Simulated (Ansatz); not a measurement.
Ansatz results at the PBE0-D4/def2-TZVP geometry: HOMO energy (PBE0/def2-TZVPP) -6.33 eV; HOMO energy (B3LYP/def2-TZVPP) -6.15 eV; size of the dipole moment (ωB97M-V/def2-TZVPP) 0.81 D.

Which molecule gave them?
A. `C[CH]1[NH][AlH]1`
B. `N/C=C/[SiH3]`
C. `NB1CC1Br`
D. `P[SiH]1CN1`

A. The others give `P[SiH]1CN1`: -6.74, -6.50, 0.99; `NB1CC1Br`: -6.81, -6.60, 3.28; `N/C=C/[SiH3]`: -6.24, -6.02, 3.06.

B3LYP here is the variant with VWN-RPA as its local correlation; programs differ in this.
